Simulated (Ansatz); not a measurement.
Species: S$_{3}$ (charge -1, doublet). It need not be the lowest isomer of its formula. 
Structure (B3LYP-D3(BJ)/def2-TZVP (Ansatz, a quantum-chemistry and plane-wave program) minimum search):
SMILES: [S]S[S-]
```xyz
3

S      0.0077    -0.7143     0.0134
S      1.6969     0.3751    -0.0294
S     -1.7046     0.3392     0.0160
```
Charge -1, spin multiplicity 2.

Basis-set convergence of Hartree-Fock and CCSD correlation energies (hartree) with Ansatz. Correlated levels leave the core frozen unless marked. Open shells are spin-unrestricted. No spin-orbit coupling. Non-relativistic.

```
basis            functions        E(HF)  E(corr, CCSD)
---------------  ---------  -----------  -------------
aug-cc-pV(D+d)Z         96  -1192.66023       -0.45855
aug-cc-pV(T+d)Z        165            ?              ?
```

Problem. What belongs in the gaps?

Solution. 
- aug-cc-pV(T+d)Z, E(HF): -1192.70003
- aug-cc-pV(T+d)Z, E(corr, CCSD): -0.56578
